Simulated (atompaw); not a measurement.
## Pseudopotential generation for Ni: PAW (atompaw), PBE, scalar-relativistic.

nickel, PAW, made with atompaw 4.2.0.5 (PBE, scalar-relativistic). Core [Ar], reference 3d8 4s1 4p0 (charge +1). Waves: 4s (bound): rc 3.00 bohr; 4s channel at 0.2 Ry: rc 3.00 bohr; 4p (bound, empty): rc 3.00 bohr; 4p channel at 0.35 Ry: rc 3.00 bohr; 3d (bound): rc 1.00 bohr; 3d channel at 0.35 Ry: rc 1.00 bohr. Local part: vpsmatchnc scheme with l = 3 at 0 Ry, radius 2.50 bohr. Core correction: smooth core density matched at 1.85 bohr. Augmentation charge: sinc compensation charge, radius 2.85 bohr; PAW radius 3.00 bohr; waves and projectors: custom polynom2 7 10 vanderbiltortho.

Poles of the logarithmic derivatives, all-electron (AE) and pseudo (PS). s: poles at -0.2 (AE) and -0.2 (PS) Ry. p: poles at 0.6 (AE) and 0.6, 3.6 (PS) Ry. d: poles at -1.3, 2.2 (AE) and -1.3, 2.2 (PS) Ry. Test radius 3.02 bohr.

- Lowest eigenvalue of the overlap operator: 0.82 (s channel)
- Overlap eigenvalues printed by atompaw (projector basis): 0.0898, 0.42, 32.7, 50.1, 457, 1.83e+03
- Share of each valence orbital outside the PAW sphere: 4s 27 %, 4p 53 %, 3d 1 %

A Bessel basis up to 400 Ry misses an occupied level by 0.44 Ry, so cutoffs and ghosts were not judged.
